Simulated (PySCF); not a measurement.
C₄H₆F₂, SMILES C(F)(F)C(=C)C.

The structure is a stationary point at PBE-D3(BJ)/def2-SVP. Other conformers were not sampled.

These are PBE-D3(BJ)/def2-SVP run with PySCF values and carry that method's errors.

Frequencies are harmonic and unscaled.

```tsv
mode	ν (cm⁻¹)	IR (km/mol)	moving atoms (share of kinetic energy)
1	71	0.3	F 47 %, C 36 %, H 17 %
2	180	0.8	H 95 %
3	240	1.0	F 48 %, C 34 %, H 18 %
4	305	4.2	C 53 %, F 25 %, H 22 %
5	371	0.3	C 48 %, H 31 %, F 22 %
6	483	5.3	F 44 %, C 36 %, H 20 %
7	503	1.2	F 46 %, C 39 %, H 15 %
8	608	8.3	H 35 %, F 34 %, C 31 %
9	707	1.4	H 71 %, C 17 %, F 12 %
10	880	22.5	C 59 %, H 39 %
11	905	28.1	H 71 %, C 29 %
12	939	12.3	H 54 %, C 45 %
13	968	12.2	H 68 %, C 30 %
14	1020	2.8	H 58 %, C 41 %
15	1070	152.5	C 60 %, F 30 %, H 10 %
16	1115	110.9	C 57 %, F 29 %, H 14 %
17	1237	0.9	H 55 %, C 44 %
18	1323	29.2	H 81 %, C 18 %
19	1333	13.5	H 82 %, C 18 %
20	1364	8.9	H 55 %, C 44 %
21	1369	29.5	H 73 %, C 26 %
22	1397	9.8	H 96 %
23	1413	27.9	H 93 %
24	1692	5.6	C 92 %, H 8 %
25	2936	52.6	H 92 %
26	2964	16.4	H 97 %
27	3038	7.8	H 91 %, C 9 %
28	3086	0.9	H 94 %
29	3087	10.1	H 91 %, C 9 %
30	3191	1.8	H 89 %, C 11 %
```
